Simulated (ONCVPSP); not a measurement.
F: excitation energies, all-electron against ONCV

- Element: fluorine
- Generator: ONCVPSP 4.0.1
- Type: optimised norm-conserving Vanderbilt (ONCV)
- Functional: LDA (Perdew-Zunger)
- Relativity: scalar-relativistic
- Frozen core: [He]
- Valence charge: 7
- Reference configuration: 2s2 2p5
- Partial waves: 2s: rc 0.65 bohr, ncon 4, nbas 8, qcut 7.7 1/bohr, 3 projectors, debl 3.7 Ha; 2p: rc 1.45 bohr, ncon 4, nbas 7, qcut 10.8 1/bohr, 2 projectors, debl 1.8 Ha; d scattering state at 0.04 Ha: rc 1.20 bohr, ncon 3, nbas 6, qcut 7.6 1/bohr, 1 projector
- Local potential: polynomial inside 0.65 bohr (lpopt 5, dvloc0 0 Ha)
- Core correction: none

Energies are relative to the spin-unpolarised reference configuration 2s2 2p5; without spin polarisation the order of configurations can differ from experiment.

| valence configuration | charge | ΔE all-electron (eV) | error AE − PS (meV) |
| --- | --- | --- | --- |
| 2s2 2p3 | +2 | 58.067 | +240 |
| 2s2 2p2 | +3 | 118.799 | +912 |
| 2s2 2p1 | +4 | 204.666 | +2487 |

**Question.** What are ΔE and the potential's error for 2s2 2p4?

**Answer.** ΔE = 19.555 eV all-electron; the error (AE − PS) is +30 meV.

Note: ghosts flagged at negative energy: s at -527.3 eV; GHOST(+) flags only above 600 eV. A true bound ghost makes a file unfit for plane-wave use.
